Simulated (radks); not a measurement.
Values are calculated unless marked as measured or tabulated.
Q: The mean radii <r> (bohr) of the occupied orbitals of an atom or ion are listed with their occupations. Level of theory: scalar-relativistic Kohn-Sham, r2SCAN, spin-polarised, spherical densities, finite nucleus; meta-GGA in the generalised Kohn-Sham scheme; Fermi nuclear charge, rms radius of each element as measured or else 0.836 A^(1/3) + 0.57 fm (a radial shooting solver on a logarithmic mesh with Libxc functionals).

| orbital | occ. | <r> |
|---|---|---|
| 1s up | 1 | 0.02275 |
| 1s down | 1 | 0.02275 |
| 2s down | 1 | 0.09699 |
| 2s up | 1 | 0.09699 |
| 2p down | 3 | 0.08549 |
| 2p up | 3 | 0.08549 |
| 3s up | 1 | 0.2546 |
| 3s down | 1 | 0.2544 |
| 3p up | 3 | 0.2531 |
| 3p down | 3 | 0.2529 |
| 3d up | 5 | 0.2312 |
| 3d down | 5 | 0.2309 |
| 4s up | 1 | 0.5775 |
| 4s down | 1 | 0.5774 |
| 4p up | 3 | 0.6101 |
| 4p down | 3 | 0.6101 |
| 4d up | 5 | 0.6632 |
| 4d down | 5 | 0.6641 |
| 5s up | 1 | 1.340 |
| 5s down | 1 | 1.360 |
| 5p up | 3 | 1.510 |
| 5p down | 3 | 1.534 |
| 4f up | 4 | 0.8383 |

Name the element and its charge. Open shells, if any, are filled with parallel spins first.

A: Z = 62, samarium, charge +4: Sm4+ in [Xe] 4f4. The 1s radius gives Z: for a bare nucleus <r> = (2 gamma + 1)/(2Z) with gamma = sqrt(1 - (Z/c)^2), 0.02245 bohr for Z = 62, and screening makes it slightly larger (0.02275 here). The occupations add up to 58, and the charge is Z minus that.
